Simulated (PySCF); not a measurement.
Molecule: SMILES CC(=O)CC(N)=O, C$_{4}$H$_{7}$NO$_{2}$.

Geometry (Å), atoms numbered from 1 in this order:
```xyz
14

C    -2.057    0.335    0.229
C    -0.769    0.809   -0.376
O    -0.554    1.963   -0.665
C     0.284   -0.258   -0.560
C     1.456    0.034    0.390
N     2.042    1.222    0.148
O     1.814   -0.750    1.236
H    -2.518   -0.404   -0.424
H    -1.846   -0.146    1.182
H    -2.739    1.168    0.377
H    -0.098   -1.255   -0.353
H     0.674   -0.208   -1.578
H     2.754    1.543    0.783
H     1.554    1.906   -0.412
```

Frames of a GFN2-xTB Langevin trajectory at 200 K; GIAO PBE0/pcSseg-1 shieldings in PySCF, gas phase, non-relativistic; equivalent atoms averaged within each frame.

Shifts are taken against calculated references (same method and geometry level): TMS for ¹³C (σref 186.93), ¹H (σref 31.72); ¹⁷O (σref 336.08) against H2O; ¹⁵N (σref 267.73) vs NH3. The references are static minima.

Q: How do the shifts (ppm) fluctuate along the trajectory?

A: 
```csv
time (fs),C2,C5,C4,C1,O3,O7,N6,H14,H11/H12,H13
250,217.4,162.2,56.2,34.0,636.7,433.5,99.7,6.76,3.20,2.94
425,221.1,168.1,59.3,35.3,651.7,431.3,114.0,6.80,3.68,4.32
625,212.3,172.5,55.6,34.8,628.6,450.6,114.2,6.57,3.92,4.40
800,216.6,177.8,51.3,37.3,637.8,471.5,125.1,8.74,2.72,4.87
1000,212.0,167.7,57.7,29.7,679.8,437.3,116.0,4.75,2.99,4.66
mean of frames,215.9,169.7,56.0,34.2,646.9,444.8,113.8,6.72,3.30,4.24
standard deviation,3.8,5.8,3.0,2.8,20.2,16.7,9.1,1.42,0.49,0.76
```

5 frames give an uncertainty of the mean of about the standard deviation over 2.2 at best, since frames this close in time may not be independent; classical motion lacks zero-point vibration, and the reference would need the same averaging.
